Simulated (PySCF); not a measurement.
# Dipole response of Ga (gallium, neutral)

[Ar] 3d10 4s2 4p1, 2P determinant. Computed with PySCF 2.14 in aug-cc-pVQZ-PP with one added diffuse shell each of s, p, d, f, g type with ECP10MDF (8s7p6d4f3g, 114 functions), with scalar relativity through the core potential. Coupled (time-dependent) response in atomic units; α is the mean over directions.

```tsv
method	mean α (bohr³)	α xx, yy, zz	C₆ (like pair)	S(−4)
MN15	63.71	48.35, 94.42, 48.35	536.9	3302
```

S(−4) is the Cauchy moment in α(ω) = α(0) + S(−4) ω² + …

Reference α: 50 ± 3 bohr³ (recommended; Schwerdtfeger and Nagle, table of static dipole polarizabilities (2023 update)). Published C₆: 498.0 (Chu and Dalgarno (2004); Tang, Norbeck and Certain (1976)).

Spin-orbit coupling is absent.

α(iu) at MN15:

```tsv
u (hartree)	α(iu) (bohr³)
0	63.71
0.0500	56.86
0.100	45.03
0.200	28.00
0.300	18.60
0.500	9.710
0.750	5.395
1.00	3.501
1.50	1.896
2.00	1.225
3.00	0.6501
5.00	0.2766
```

A single London oscillator, α(iu) = α/(1 + u²/ω²), gives C₆ = (3/4) ω α². Matching the computed C₆ needs ω = 4 × 536.9 / (3 × 63.71²) = 0.176 hartree.

The components differ because the open shell of this determinant is not spherical; for a pure term their mean is the scalar polarisability.

Energies and moments cover only the electrons outside the core potential.
